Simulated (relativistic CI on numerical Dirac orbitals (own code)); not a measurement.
# Ru⁵⁺: L2,3 absorption edge

Computed with this model: Dirac-Coulomb-Breit CI, separate exchange-only KLI orbitals for each configuration, QED by a radiative potential, valence Slater integrals scaled by 0.7, multiplet model of core-to-valence dipole absorption; configurations [Kr] 4d3 → [He] 2s2 2p5 3s2 3p6 3d10 4s2 4p6 4d4; 80 K; Lorentzian 1.6 eV and Gaussian 0.5 eV FWHM. Energies are those of the free ion, without screening or charge transfer. The branching ratio is the share of the lower-energy edge in the whole absorption, uncertain by about 0.02 where the edges overlap. S is read from ⟨S²⟩ = S(S + 1).

Field parameters in Wybourne normalisation: D3d B²₀ = −7Dσ, B⁴₀ = −14Dq − 21Dτ, B⁴₃ = −14√(10/7) Dq; Oh B⁴₀ = 21Dq, B⁴₄ = √(5/14) B⁴₀. The field is a parameter set, without covalency.

Case D3d, 10Dq = 29950, Dσ = -960, Dτ = -150 cm⁻¹, the dichroism is that of the ground state at zero temperature, magnetised by exchange field 10 meV on Sz. The dichroism I(Δm = −1) − I(Δm = +1), over the sum of the three polarisations, integrates to -0.0420 on the lower edge and 0.0503 on the upper edge. The branching ratio is 0.702.

Problem. Use the orbital sum rule with 7 holes to get ⟨Lz⟩.

Solution. For a p → d edge ⟨Lz⟩ = 2 × n_h × (sum of both integrals) in this sign convention = 0.12; the ground state itself has ⟨Lz⟩ = 0.18 and ⟨Sz⟩ = -1.49. The rule assumes one radial integral for both edges, which relativistic orbitals only approach.
